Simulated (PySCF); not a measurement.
LiIn: one state, many levels of theory

State: ¹Σ⁺ (singlet), closed shell. Set-up: basis Li def2-SVP, In def2-SVP with ECP28; scalar-relativistic core potentials; PySCF 2.14. De refers to Li + In in their high-spin ground configurations, without counterpoise correction. A positive dipole means Li(−)In(+).

```
      Level  Re (Å)  ωe (cm⁻¹)  De (eV)  μ (D)
    RHF-MP2   3.032        270     0.62    n/a
RHF-SCS-MP2   3.045        266     0.65    n/a
   RHF-CCSD   3.029        260     0.79    n/a
RHF-CCSD(T)   3.028        257     0.83    n/a
        PBE   3.042        253     0.96  -1.59
     r²SCAN   3.025        264     0.83  -2.38
      M06-L   3.055        254     1.19  -2.86
      TPSSh   3.043        259     0.98  -2.04
       PBE0   3.024        265     0.87  -2.26
  BHandHLYP   2.999        275     0.85  -2.75
    LC-ωPBE   2.963        294     0.72  -3.65
```

(1) Which functional lies closest to RHF-CCSD(T) in De, which farthest, and by how much do they differ from it?

(2) What does the step from GGA to meta-GGA do here, going from PBE to r²SCAN?

(3) What does the triples do here, going from RHF-CCSD to RHF-CCSD(T)?

Correlated steps freeze 4 core orbitals. Closed-shell solutions of metal pairs were not tested for spin polarisation, which can lower them a little. Correlated levels converge slowly with the basis: in double zeta they bind strong bonds too weakly, by up to about 1 eV, and carry superposition errors of some tenths. Spin–orbit coupling is left out, which matters for elements this heavy, above all for dissociation energies. Where the molecule has an RHF reference, its open-shell atoms are computed with UHF.

Answers

(1) Closest is r²SCAN (-0.3 pm in Re, +2.7 % in ωe, +0.00 eV in De against RHF-CCSD(T) in the same basis), farthest M06-L (+2.7 pm in Re, -1.2 % in ωe, +0.36 eV in De). CCSD(T) converges more slowly with the basis than the functionals do and binds too weakly in this one, so the order can change at the basis-set limit.

(2) r²SCAN less PBE: -1.7 pm in Re, +4.3 % in ωe, -0.13 eV in De. 

(3) RHF-CCSD(T) less RHF-CCSD: -0.1 pm in Re, -1.2 % in ωe, +0.04 eV in De. Correlation nearly always deepens the well. The bond length hardly moves.
